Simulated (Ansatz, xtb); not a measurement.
**FHOSi2: which of two structures lies lower**

Structure a is `F[Si@@H]1O[Si]1`, a singlet and structure b is a singlet given by its coordinates. Both are isolated molecules in the gas phase, relaxed with B3LYP/6-31G*.

a (Å):

| atom | x (Å) | y (Å) | z (Å) |
| --- | --- | --- | --- |
| F | 0.0901 | 2.5524 | -1.3583 |
| O | -1.5614 | 0.6233 | -2.4218 |
| Si | -0.2858 | 0.9787 | -1.3095 |
| Si | -2.4226 | 0.2414 | -1.0065 |
| H | 0.9355 | 0.2467 | -1.7309 |

b (Å):

```xyz
5

F     1.5131   -0.7606   -0.3349
O    -0.5689    0.6615   -0.8842
Si   -0.0890   -0.7961   -0.0226
Si   -0.3905    1.8325    0.2714
H    -0.0511    0.6828    1.3735
```

Close contacts (Å): F1–Si3 1.63, O2–Si3 1.76, O2–Si4 1.65, Si3–Si4 2.66, Si3–H5 2.03, Si4–H5 1.63.

Problem. Estimate which is lower in electronic energy at CCSD(T)/def2-TZVPP, and by roughly how much.

Solution. The CCSD(T)/def2-TZVPP calculation puts structure b lower, by 4.38 kJ/mol.

The same difference at several levels:

```
             level      geometry  E(b) − E(a) (kJ/mol)  departure from the last row (kJ/mol)  job, with rough time for the two
      B3LYP/6-31G*  B3LYP/6-31G*                   −6.37                                 −1.99                optimisation, 42 s
     HF/def2-TZVPP  B3LYP/6-31G*                   −5.70                                 −1.32           part of the CCSD(T) run
    MP2/def2-TZVPP  B3LYP/6-31G*                   +1.68                                 +6.06           part of the CCSD(T) run
CCSD(T)/def2-TZVPP  B3LYP/6-31G*                   −4.38                                                      single point, 81 s
```

MP2/def2-TZVPP finds them nearly level. The largest departure from CCSD(T)/def2-TZVPP is that of MP2/def2-TZVPP, 6.06 kJ/mol. Levels run at GFN2-xTB geometries aren't shown.

With harmonic frequencies from B3LYP/6-31G* (ideal gas, rigid rotor, one conformer each, 298.15 K, 1 atm): on the last row, ΔE + ΔZPE = −10.04, ΔH = −9.08, ΔG = −11.73 kJ/mol.

The correlated steps freeze 12 core orbitals. Codes used: Ansatz 0.2.0; the last row on 1 thread of Intel(R) Xeon(R) Processor @ 2.70GHz on a shared host.
